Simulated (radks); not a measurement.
Ionisation of neutral selenium, [Ar] 3d10 4s2 4p4, to [Ar] 3d10 4s2 4p3 as the strength of local exchange is varied. Calculated with a radial shooting solver on a logarithmic mesh with Libxc functionals: scalar-relativistic Kohn-Sham, Slater X-alpha exchange (alpha = 2/3 is LDA exchange), no correlation, spin-polarised, spherical densities, point nucleus; open shells are filled with parallel spins first.

alpha  E(Se) (hartree)  exchange (hartree)  IE (eV)  -e of the level emptied (eV)  <r> of it (bohr)
0.615      -2417.44709           -74.98822    7.862                    4.121 (4p)             2.424
0.667      -2423.80239           -81.54161    8.247                    4.480 (4p)             2.387
0.781      -2437.79328           -96.02391    9.129                    5.313 (4p)             2.312
0.804      -2440.62567           -98.96494    9.312                    5.488 (4p)             2.297
0.964      -2460.41886          -119.60184   10.646                    6.777 (4p)             2.204
0.982      -2462.65539          -121.94290   10.802                    6.930 (4p)             2.194
0.991      -2463.77440          -123.11490   10.881                    7.006 (4p)             2.189
1.016      -2466.88534          -126.37559   11.100                    7.221 (4p)             2.176

NIST Atomic Spectra Database: 9.752 eV (measured). The Delta-SCF value meets it near alpha = 0.86. Open shells are spherical and high-spin; term and fine-structure splittings are not resolved.
